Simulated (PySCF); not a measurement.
Excitation energy of Se²⁺ by level of theory

Se²⁺ [Ar] 3d10 4s2 4p2 (3P) → Se²⁺ [Ar] 3d10 4s1 4p2 5s1 (5P), as a difference of total energies. Calculation: PySCF 2.14, in x2c-TZVPPall with one added diffuse shell each of s, p, d type (7s6p5d1f, 57 functions); the spin-free X2C one-electron Hamiltonian (Gaussian nucleus). Correlated levels: valence: [Ar] 3d10 frozen. The calculations carry no spin-orbit coupling.

```json
{"method": "UHF", "excitation energy (eV)": "23.435"}
{"method": "MP2 (valence)", "excitation energy (eV)": "24.469"}
{"method": "SCS-MP2 (valence)", "excitation energy (eV)": "24.904"}
{"method": "CCSD (valence)", "excitation energy (eV)": "24.635"}
{"method": "CCSD(T) (valence)", "excitation energy (eV)": "24.652"}
```

Task: How much does correlation contribute at CCSD(T) (valence)?

Result: 24.652 − (23.435) = 1.217 eV, measured against UHF.

A first-order spin-orbit estimate (lowest level to lowest level, LS coupling) adds 0.044 eV.

The promoted electron is Rydberg-like, and one or two diffuse shells describe it only roughly, which tends to raise the upper state.

The coupled-cluster amplitudes are large for the upper state (T1 above 0.03 or a double amplitude above 0.15), so a single reference is strained.
